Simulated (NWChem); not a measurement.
System: C3H5, doublet; SMILES [CH]=CC

Here is an NWChem input.

```
start job
memory heap 200 mb stack 900 mb global 1100 mb
geometry units angstroms noautosym nocenter noautoz
  C      0.298015    -1.321822    -0.000088
  C     -0.386532    -0.198567     0.000085
  C      0.180887     1.188343     0.000271
  H      0.082949    -2.390285    -0.000094
  H     -1.489846    -0.270032     0.000296
  H     -0.162782     1.751272    -0.883008
  H      1.279341     1.173309    -0.002773
  H     -0.157776     1.748875     0.887030
end
basis spherical
  C library def2-svp
  H library def2-svp
end
dft
  odft
  mult 2
  xc xpbe96 cpbe96
  iterations 150
end
cosmo
  do_cosmo_smd true
  solvent ethanol
end
task dft energy
```

NWChem printed, in part:

```
             Northwest Computational Chemistry Package (NWChem) 7.3.0
             --------------------------------------------------------

                             Geometry "geometry" -> ""
                             -------------------------

 Output coordinates in angstroms (scale by  1.889725989 to convert to a.u.)

  No.       Tag          Charge          X              Y              Z
 ---- ---------------- ---------- -------------- -------------- --------------
    1 C                    6.0000     0.29801500    -1.32182200    -0.00008800
    2 C                    6.0000    -0.38653200    -0.19856700     0.00008500
    3 C                    6.0000     0.18088700     1.18834300     0.00027100
    4 H                    1.0000     0.08294900    -2.39028500    -0.00009400
    5 H                    1.0000    -1.48984600    -0.27003200     0.00029600
    6 H                    1.0000    -0.16278200     1.75127200    -0.88300800
    7 H                    1.0000     1.27934100     1.17330900    -0.00277300
    8 H                    1.0000    -0.15777600     1.74887500     0.88703000

 Effective nuclear repulsion energy (a.u.)      64.1131543984

  pbe96 is a nonlocal functional; adding pw91lda local functional.

                                 NWChem DFT Module
                                 -----------------

 Summary of "ao basis" -> "ao basis" (spherical)
 ------------------------------------------------------------------------------
       Tag                 Description            Shells   Functions and Types
 ---------------- ------------------------------  ------  ---------------------
 C                          def2-svp                 6       14   3s2p1d
 H                          def2-svp                 3        5   2s1p

 in cosmo_initialize ...
 calling solv_data for solv:ethanol

 solvent parameters
 solvname_short: ethanol
 solvname_long:  ethanol
 dielec:       24.8520
 dielecinf:     1.8526
 nonaqueous SMD model solvent descriptors
 dielec:       24.8520
 sola:          0.3700
 solb:          0.4800
 solc:          0.0000
 solg:         31.6200
 solh:          0.0000
 soln:          1.3611

          ---------------
          -cosmo- solvent
          ---------------
 Cosmo: York-Karplus, doi: 10.1021/jp992097l
 dielectric constant -eps-     =  24.85
 screen = (eps-1)/(eps    )    =   0.95976
 surface charge correction     = lagrangian

   van der Waals surface
 --------------------------

 ---------- ATOMIC COORDINATES (A.U.) ------------ VDWR(ANG.) --
     1    0.56316669   -2.49788139   -0.00016630     1.850
     2   -0.73043957   -0.37523722    0.00016063     1.850
     3    0.34182686    2.24564265    0.00051212     1.850
     4    0.15675088   -4.51698368   -0.00017763     1.200
     5   -2.81540071   -0.51028649    0.00055936     1.200
     6   -0.30761338    3.30942421   -1.66864317     1.200
     7    2.41760394    2.21723251   -0.00524021     1.200
     8   -0.29815341    3.30489454    1.67624364     1.200
 number of segments per atom =        128
 number of   points per atom =        128
 atom (   nspa,  nppa )
 ----------------------
    1 (     82,     0 )       0
    2 (     46,     0 )       0
    3 (     60,     0 )       0
    4 (     52,     0 )       0
    5 (     56,     0 )       0
    6 (     54,     0 )       0
    7 (     52,     0 )       0
    8 (     54,     0 )       0
 number of -cosmo- surface points =      456
 molecular surface =     81.417 angstrom**2
 molecular volume  =     61.924 angstrom**3
 -lineq- algorithm             =   0
 -bem- low  level              =   3
 -bem- from -octahedral-
 gaussian surface charge width =   4.50000
 degree of switching           =   1.00000
 switching function tolerance  =   0.00010
 atomic radii =
 --------------
    1  6.000  1.850
    2  6.000  1.850
    3  6.000  1.850
    4  1.000  1.200
    5  1.000  1.200
    6  1.000  1.200
    7  1.000  1.200
    8  1.000  1.200
 ...... end of -cosmo- initialization ......

 nat:                     8
 ixmem:                  3618
 calling mnsol_interface()
 G(SMD-CDS) energy (kcal/mol)  =     1.097
 SMD-CDS SASA (angstrom**2)    =   110.484

[...]

                                COSMO-SMD solvation results
                                ---------------------------

             internal energy in gas <Psi(g)|H|Psi(g)> =      -116.965414958113
         internal energy in solvent <Psi(s)|H|Psi(s)> =      -116.964791130830
                               delta internal energy  =         0.000623827283 (    0.39 kcal/mol)
   total free energy in solvent <Psi(s)|H+V/2|Psi(s)> =      -116.968961662411
 polarization energy contribution <Psi(s)|V/2|Psi(s)> =        -0.004170531580 (   -2.62 kcal/mol)
    total free energy in solvent including G(SMD-CDS) =      -116.967212766976
                       G(SMD-CDS) energy contribution =         0.001748895435 (    1.10 kcal/mol)
     1 M fixed-concentration free energy of solvation =        -0.001797808863 (   -1.13 kcal/mol)

                    DFT Final Alpha Molecular Orbital Analysis
                    ------------------------------------------

 Vector   10  Occ=1.000000D+00  E=-3.282987D-01
              MO Center=  2.6D-01,  8.4D-01, -1.5D-03, r^2= 2.2D+00
   Bfn.  Coefficient  Atom+Function         Bfn.  Coefficient  Atom+Function
  ----- ------------  ---------------      ----- ------------  ---------------
    32      0.375584  3 C  px                58      0.343044  7 H  s
    48      0.194427  5 H  s                 18     -0.186096  2 C  px
    53     -0.168319  6 H  s                 63     -0.166549  8 H  s
     5     -0.162020  1 C  py                59      0.157415  7 H  s
    35      0.134831  3 C  px                33     -0.134132  3 C  py

 Vector   11  Occ=1.000000D+00  E=-2.409194D-01
              MO Center=  1.3D-02, -5.8D-01,  3.7D-04, r^2= 2.1D+00
   Bfn.  Coefficient  Atom+Function         Bfn.  Coefficient  Atom+Function
  ----- ------------  ---------------      ----- ------------  ---------------
     6      0.438111  1 C  pz                20      0.359200  2 C  pz
     9      0.294920  1 C  pz                23      0.227303  2 C  pz
    34     -0.144793  3 C  pz                53      0.143677  6 H  s
    63     -0.144176  8 H  s                 54      0.087740  6 H  s
    64     -0.087971  8 H  s                 37     -0.068248  3 C  pz

 Vector   12  Occ=1.000000D+00  E=-1.964111D-01
              MO Center=  3.2D-01, -1.1D+00, -1.1D-04, r^2= 1.8D+00
   Bfn.  Coefficient  Atom+Function         Bfn.  Coefficient  Atom+Function
  ----- ------------  ---------------      ----- ------------  ---------------
     4      0.538884  1 C  px                 7      0.413549  1 C  px
     3      0.298649  1 C  s                 48      0.213613  5 H  s
    49      0.171896  5 H  s                 31     -0.170828  3 C  s
    43     -0.154875  4 H  s                 18     -0.149564  2 C  px
    33      0.141742  3 C  py                 2      0.140725  1 C  s

 Vector   13  Occ=0.000000D+00  E=-2.275053D-02
              MO Center= -7.0D-02, -6.0D-01,  2.5D-04, r^2= 2.3D+00
   Bfn.  Coefficient  Atom+Function         Bfn.  Coefficient  Atom+Function
  ----- ------------  ---------------      ----- ------------  ---------------
    23     -0.640409  2 C  pz                 9      0.603019  1 C  pz
    20     -0.472879  2 C  pz                 6      0.426892  1 C  pz
    64      0.179814  8 H  s                 54     -0.178291  6 H  s
    53     -0.122460  6 H  s                 63      0.122965  8 H  s
    39      0.030653  3 C  d -1

 Vector   14  Occ=0.000000D+00  E= 5.993645D-02
              MO Center= -4.9D-01,  6.2D-01, -6.9D-05, r^2= 6.6D+00
   Bfn.  Coefficient  Atom+Function         Bfn.  Coefficient  Atom+Function
  ----- ------------  ---------------      ----- ------------  ---------------
    31      2.058580  3 C  s                 54     -1.065857  6 H  s
    64     -1.063818  8 H  s                 49     -0.939215  5 H  s
    44     -0.746866  4 H  s                 59     -0.538469  7 H  s
    17      0.463018  2 C  s                 21     -0.457605  2 C  px
     3      0.404733  1 C  s                  8     -0.313652  1 C  py

 Vector   15  Occ=0.000000D+00  E= 8.022884D-02
              MO Center=  1.3D-01, -1.3D-02,  8.2D-04, r^2= 7.1D+00
   Bfn.  Coefficient  Atom+Function         Bfn.  Coefficient  Atom+Function
  ----- ------------  ---------------      ----- ------------  ---------------
    31      2.011946  3 C  s                 59     -1.295795  7 H  s
    44      1.034496  4 H  s                 49      1.020155  5 H  s
    17     -0.921930  2 C  s                  3     -0.841503  1 C  s
    64     -0.616400  8 H  s                 54     -0.610467  6 H  s
     8      0.370512  1 C  py                21      0.348113  2 C  px

                     DFT Final Beta Molecular Orbital Analysis
                     -----------------------------------------

 Vector    9  Occ=1.000000D+00  E=-3.510425D-01
              MO Center= -3.5D-02,  1.3D-01,  1.3D-04, r^2= 2.4D+00
   Bfn.  Coefficient  Atom+Function         Bfn.  Coefficient  Atom+Function
  ----- ------------  ---------------      ----- ------------  ---------------
    19      0.384783  2 C  py                33     -0.364285  3 C  py
     5     -0.208280  1 C  py                43      0.182074  4 H  s
    36     -0.164452  3 C  py                 4      0.139071  1 C  px
    18      0.130567  2 C  px                53     -0.126577  6 H  s
    63     -0.126383  8 H  s                 22      0.116080  2 C  py

[...]
```

Level: PBE/def2-SVP, spin-unrestricted, SMD on the gas-phase geometry. The geometry was optimised at PBE0/def2-SVP, spin-unrestricted. No stability test was run on the SCF state. Solvent: ethanol.
